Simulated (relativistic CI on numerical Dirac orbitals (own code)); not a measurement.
**Mn⁺ in a cubic cluster: 3s photoemission with charge transfer**

Computed with a charge-transfer multiplet model of a cubic metal-ligand cluster with up to 3 ligand holes, Slater and spin-orbit integrals from Dirac-Coulomb-Breit ions, Slater integrals scaled by 0.7. The ground state mixes d6 with configurations of k ligand holes L, whose averages lie at kΔ + k(k − 1)U_dd/2; a core hole lowers each added d electron by U_cd. 20 K, Lorentzian 1.4 eV and Gaussian 0.8 eV FWHM.

Atomic integrals in eV (Slater integrals scaled, ζ unscaled), ground: F2dd 6.303, F4dd 3.879, zeta_d 0.031; with the core hole: F2dd 7.311, F4dd 4.545, zeta_d 0.039, G2cd 7.673.

Cluster parameters (eV): Δ = 7.1, U_cd = 8.6, 10Dq = 1.2, 10Dq(ligand) = 1.5, V(eg) = 1.75, V(t2g) = -0.76, final-state hopping factor = 0.8.

```
         Case   n_d    d6   d7L  d8L2  d9L3     S
U_dd = 5.3 eV  6.19  0.82  0.18  0.01  0.00  0.02
U_dd = 6.7 eV  6.19  0.82  0.17  0.01  0.00  0.02
U_dd = 7.4 eV  6.19  0.82  0.17  0.01  0.00  0.02
U_dd = 8.1 eV  6.18  0.82  0.17  0.01  0.00  0.02
U_dd = 8.8 eV  6.18  0.82  0.17  0.01  0.00  0.02
```

Weights, n_d and S are thermal averages at 20 K. Binding energies count from the first peak over 30 % of the highest in each spectrum, which can be another peak from case to case. The parameters are a model scan and need not match a compound or its usual spin state. Peaks in eV (height, largest 100):
- U_dd = 5.3 eV: 0.0 (100), 4.2 (58), 6.6 (51)
- U_dd = 6.7 eV: 0.0 (100), 4.4 (47), 6.0 (46)
- U_dd = 7.4 eV: 0.0 (100), 4.4 (43), 6.2 (49)
- U_dd = 8.1 eV: 0.0 (100), 4.4 (40), 6.3 (49)
- U_dd = 8.8 eV: 0.0 (100), 4.3 (38), 6.3 (49)

Curve for U_dd = 8.1 eV (points under 2 left out, the grid thinned):

```json
{"E (eV)": "-4.2", "Intensity": "3.7"}
{"E (eV)": "-3.8", "Intensity": "4.5"}
{"E (eV)": "-3.5", "Intensity": "5.2"}
{"E (eV)": "-3.1", "Intensity": "6.5"}
{"E (eV)": "-2.7", "Intensity": "8.4"}
{"E (eV)": "-2.4", "Intensity": "10.4"}
{"E (eV)": "-2.0", "Intensity": "14.6"}
{"E (eV)": "-1.6", "Intensity": "21.7"}
{"E (eV)": "-1.3", "Intensity": "30.4"}
{"E (eV)": "-0.9", "Intensity": "49.5"}
{"E (eV)": "-0.5", "Intensity": "77.0"}
{"E (eV)": "-0.2", "Intensity": "95.1"}
{"E (eV)": "0.2", "Intensity": "97.0"}
{"E (eV)": "0.6", "Intensity": "73.3"}
{"E (eV)": "0.9", "Intensity": "52.6"}
{"E (eV)": "1.3", "Intensity": "33.2"}
{"E (eV)": "1.7", "Intensity": "22.9"}
{"E (eV)": "2.0", "Intensity": "18.9"}
{"E (eV)": "2.4", "Intensity": "16.5"}
{"E (eV)": "2.8", "Intensity": "16.8"}
{"E (eV)": "3.1", "Intensity": "19.0"}
{"E (eV)": "3.5", "Intensity": "25.3"}
{"E (eV)": "3.8", "Intensity": "32.1"}
{"E (eV)": "4.2", "Intensity": "39.4"}
{"E (eV)": "4.6", "Intensity": "39.3"}
{"E (eV)": "4.9", "Intensity": "36.1"}
{"E (eV)": "5.3", "Intensity": "34.9"}
{"E (eV)": "5.7", "Intensity": "40.7"}
{"E (eV)": "6.0", "Intensity": "46.9"}
{"E (eV)": "6.4", "Intensity": "48.9"}
{"E (eV)": "6.8", "Intensity": "40.4"}
{"E (eV)": "7.1", "Intensity": "31.5"}
{"E (eV)": "7.5", "Intensity": "22.3"}
{"E (eV)": "7.9", "Intensity": "16.8"}
{"E (eV)": "8.2", "Intensity": "13.8"}
{"E (eV)": "8.6", "Intensity": "10.3"}
{"E (eV)": "9.0", "Intensity": "7.5"}
{"E (eV)": "9.3", "Intensity": "6.1"}
{"E (eV)": "9.7", "Intensity": "4.8"}
{"E (eV)": "10.1", "Intensity": "4.0"}
{"E (eV)": "10.4", "Intensity": "3.5"}
{"E (eV)": "10.8", "Intensity": "3.1"}
{"E (eV)": "11.2", "Intensity": "2.6"}
{"E (eV)": "11.5", "Intensity": "2.4"}
{"E (eV)": "11.9", "Intensity": "2.1"}
```

For the case U_dd = 6.7 eV, Δ = 7.1 eV is larger than U_dd = 6.7 eV, the Mott-Hubbard side of the Zaanen-Sawatzky-Allen scheme. With the core hole the average of the configuration with one ligand hole lies at Δ − U_cd = -1.5 eV before mixing: the effective hopping of about 2.7 eV (from the holes of the mixed ground state) is comparable with this gap or larger, so the configurations mix strongly.

Without intra-shell correlation the exchange splitting of the 3s hole comes out too large.
